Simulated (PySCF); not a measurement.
**Exercise with solution: entropy of an ideal gas**

1-bromo-1,1-dichloroethane (C2H3BrCl2), SMILES CC(Cl)(Cl)Br.

The structure is a stationary point at PBE-D3(BJ)/def2-SVP.

PBE-D3(BJ)/def2-SVP (PySCF) gives the harmonic wavenumbers 194, 203, 276, 304, 315, 328, 479, 626, 669, 1039, 1047, 1064, 1335, 1395, 1396, 2990, 3094, 3104 cm⁻¹ and the rotational temperatures 0.1095, 0.0684, 0.0550 K. The molar mass is 177.85 g/mol, the symmetry number 1, the spin multiplicity 1.

Question: Work out the entropy at 298.15 K and 1 atm in the rigid-rotor, harmonic-oscillator model.

Answer: 
Translation (Sackur–Tetrode at 1 atm): S = R[1.5 ln M + 2.5 ln T − 1.16487] = 173.4 J/(mol K).
Rotation: q = (√π/σ) T^1.5/√(θA θB θC) = 450000, S = R[ln q + 3/2] = 120.7 J/(mol K).
Vibration: with u = 1.4388 ν/T, each mode gives R[u/(e^u − 1) − ln(1 − e^−u)]:
```json
[
 {"ν (cm⁻¹)": "194", "modes": "1", "u": "0.94", "S (J/(mol K))": "9.16"},
 {"ν (cm⁻¹)": "203", "modes": "1", "u": "0.98", "S (J/(mol K))": "8.81"},
 {"ν (cm⁻¹)": "276", "modes": "1", "u": "1.33", "S (J/(mol K))": "6.52"},
 {"ν (cm⁻¹)": "304", "modes": "1", "u": "1.47", "S (J/(mol K))": "5.84"},
 {"ν (cm⁻¹)": "315", "modes": "1", "u": "1.52", "S (J/(mol K))": "5.59"},
 {"ν (cm⁻¹)": "328", "modes": "1", "u": "1.58", "S (J/(mol K))": "5.31"},
 {"ν (cm⁻¹)": "479", "modes": "1", "u": "2.31", "S (J/(mol K))": "2.98"},
 {"ν (cm⁻¹)": "626", "modes": "1", "u": "3.02", "S (J/(mol K))": "1.70"},
 {"ν (cm⁻¹)": "669", "modes": "1", "u": "3.23", "S (J/(mol K))": "1.44"},
 {"ν (cm⁻¹)": "1039", "modes": "1", "u": "5.01", "S (J/(mol K))": "0.33"},
 {"ν (cm⁻¹)": "1047", "modes": "1", "u": "5.05", "S (J/(mol K))": "0.32"},
 {"ν (cm⁻¹)": "1064", "modes": "1", "u": "5.13", "S (J/(mol K))": "0.30"},
 {"ν (cm⁻¹)": "1335", "modes": "1", "u": "6.44", "S (J/(mol K))": "0.10"},
 {"ν (cm⁻¹)": "1395", "modes": "1", "u": "6.73", "S (J/(mol K))": "0.08"},
 {"ν (cm⁻¹)": "1396", "modes": "1", "u": "6.74", "S (J/(mol K))": "0.08"}
]
```
The stiffer modes add less than 0.005 each. Sum 48.6 J/(mol K).
Spin: R ln 1 = 0.0 J/(mol K).
Total 342.6 J/(mol K); the program's own thermochemistry gives 342.6. Translation makes up 51 % and vibration 14 %. Anharmonicity, hindered rotation and orbital degeneracy are left out.
